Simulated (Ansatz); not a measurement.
AlH6OPSi (`O[P]([AlH2])[SiH3]`), relaxed with RKS PBE0-D4/def2-TZVP in Ansatz 0.2.0 from a PBE-D4/def2-SVP geometry. The force threshold is 0.005 eV/Å; the program also tests the step.

Total charge 0; spin multiplicity 1.

Start:

```xyz
10

O     1.933   -0.118   -0.675
P     0.390   -0.885   -0.606
Al   -0.935    0.743   -1.626
Si   -0.195   -0.400    1.540
H     2.594   -0.832   -0.753
H    -0.269    1.820   -2.600
H    -2.516    0.632   -1.392
H     0.712   -1.159    2.470
H    -0.099    1.060    1.909
H    -1.615   -0.862    1.734
```

| step | energy (eV) | largest force (eV/Å) | largest move (Å) |
| --- | --- | --- | --- |
| 1 | -25897.6565 | 0.707 | 0.000 |
| 2 | -25897.6886 | 0.558 | 0.039 |
| 3 | -25897.6959 | 0.178 | 0.052 |
| 4 | -25897.6974 | 0.124 | 0.041 |
| 5 | -25897.7013 | 0.081 | 0.026 |
| 6 | -25897.7022 | 0.047 | 0.015 |
| 7 | -25897.7026 | 0.010 | 0.016 |
| 8 | -25897.7027 | 0.008 | 0.005 |
| 9 | -25897.7027 | 0.008 | 0.019 |
| 10 (rejected) | -25897.7019 | 0.184 | 0.012 |
| 11 | -25897.7028 | 0.003 | 0.006 |
| 12 | -25897.7028 | 0.004 | 0.006 |

End:

```xyz
10

O     1.940   -0.178   -0.708
P     0.412   -0.866   -0.599
Al   -0.927    0.743   -1.592
Si   -0.194   -0.375    1.515
H     2.598   -0.878   -0.737
H    -0.301    1.854   -2.531
H    -2.486    0.596   -1.342
H     0.695   -1.105    2.458
H    -0.144    1.071    1.873
H    -1.592   -0.862    1.663
```

It took 71 s on 2 threads of an Arm Neoverse V1 on a shared host, with 0.44 GiB of host memory at the peak.
